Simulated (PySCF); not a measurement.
Vertical excitation energies

Species: germanium monoselenide, GeSe.
SMILES: `[Ge-]#[Se+]`

Computed, not measured: PySCF, TDDFT CAM-B3LYP/aug-cc-pVTZ, vertical, gas phase, core orbitals frozen in the response. Geometry: PBE0-D3(BJ)/def2-TZVP; no solvent, vibrations or thermal averaging. The CAM-B3LYP/aug-cc-pVTZ calculation is non-relativistic and has no spin–orbit coupling, an omission that weighs most on germanium and selenium.

Problem. List the vertical singlet excitations with oscillator strengths and describe the spectrum.

Solution. 

```json
{"state": "S1", "E (eV)": "3.33", "λ (nm)": "372.6", "f": "0.0000", "symmetry": "–", "main configurations (H = HOMO, L = LUMO)": "H-1/H→L/L+1 (≥95%)"}
{"state": "S2", "E (eV)": "3.63", "λ (nm)": "341.2", "f": "0.0000", "symmetry": "–", "main configurations (H = HOMO, L = LUMO)": "H-1/H→L/L+1 (≥97%)"}
{"state": "S3", "E (eV)": "3.63", "λ (nm)": "341.2", "f": "0.0000", "symmetry": "–", "main configurations (H = HOMO, L = LUMO)": "H-1/H→L/L+1 (≥97%)"}
{"state": "S4", "E (eV)": "3.82", "λ (nm)": "324.7", "f": "0.011", "symmetry": "Π", "main configurations (H = HOMO, L = LUMO)": "H-2→L/L+1 (98%)"}
{"state": "S5", "E (eV)": "3.82", "λ (nm)": "324.7", "f": "0.011", "symmetry": "Π", "main configurations (H = HOMO, L = LUMO)": "H-2→L/L+1 (98%)"}
{"state": "S6", "E (eV)": "5.31", "λ (nm)": "233.6", "f": "0.142", "symmetry": "Σ+", "main configurations (H = HOMO, L = LUMO)": "H-1/H→L/L+1 (≥81%)"}
{"state": "S7", "E (eV)": "6.61", "λ (nm)": "187.5", "f": "0.096", "symmetry": "Π", "main configurations (H = HOMO, L = LUMO)": "H-1/H→L+2 (69%), H-1/H→L+3 (19%), H-1/H→L+9 (11%)"}
{"state": "S8", "E (eV)": "6.61", "λ (nm)": "187.5", "f": "0.096", "symmetry": "Π", "main configurations (H = HOMO, L = LUMO)": "H-1/H→L+2 (69%), H-1/H→L+3 (19%), H-1/H→L+9 (11%)"}
{"state": "S9", "E (eV)": "6.87", "λ (nm)": "180.4", "f": "0.059", "symmetry": "Π", "main configurations (H = HOMO, L = LUMO)": "H-1/H→L+3 (≥72%), H-1/H→L+2 (≥13%)"}
{"state": "S10", "E (eV)": "6.87", "λ (nm)": "180.4", "f": "0.059", "symmetry": "Π", "main configurations (H = HOMO, L = LUMO)": "H-1/H→L+3 (≥72%), H-1/H→L+2 (≥13%)"}
```

Triplets, Tamm–Dancoff:

| state | E (eV) | λ (nm) | main configurations (H = HOMO, L = LUMO) |
| --- | --- | --- | --- |
| T1 | 2.75 | 450.2 | H-1/H→L/L+1 (≥94%) |
| T2 | 3.00 | 413.9 | H-2→L/L+1 (≥96%) |
| T3 | 3.00 | 413.9 | H-2→L/L+1 (≥96%) |

The lowest singlet lies at 3.33 eV (373 nm, ultraviolet) and is dark (f under 0.0005); its leading configuration is HOMO-1/HOMO→LUMO/LUMO+1 (≥95%). The strongest level in the table is S7/S8 at 6.61 eV (187 nm, f = 0.191 summed). S2/S3, S4/S5, S7/S8 and S9/S10 lie within about 0.01 eV of each other in each set; the point group C∞v has degenerate representations, and within a degenerate level the listed configurations can mix freely. Löwdin shares by element: HOMO (one of a set within 0.03 eV) selenium 69%, germanium 31%; LUMO (one of a set within 0.03 eV) germanium 69%, selenium 31%. The listed states span 3.55 eV, and the widest gap between neighbours is 1.49 eV (S5 to S6). The oscillator strengths of these states sum to 0.473; summed over the whole spectrum of an exact calculation they would give the number of electrons, 66 (Thomas–Reiche–Kuhn). Orbital energies (eV): HOMO-3 -14.27, HOMO-2 -8.93, HOMO-1 -8.76, HOMO -8.76, LUMO -1.55, LUMO+1 -1.55, LUMO+2 0.51. No computed singlet lies in the visible range (380 to 750 nm); the lowest, at 373 nm, stands 0.07 eV above its violet end (3.26 eV); a Tamm–Dancoff triplet lies at 450 nm, without intensity as long as spin–orbit coupling is left out. Symmetry labels in C∞v follow from the direction of the transition dipole and are given only for states with f of 0.002 or more. Orbitals of the list HOMO-3 to LUMO+2 that lie within 0.01 eV of each other are written together with a slash and their weights summed (≥ marks a lower bound); for degenerate orbitals outside that list single weights are arbitrary. Singlets were solved by full linear response, triplets in the Tamm–Dancoff approximation.
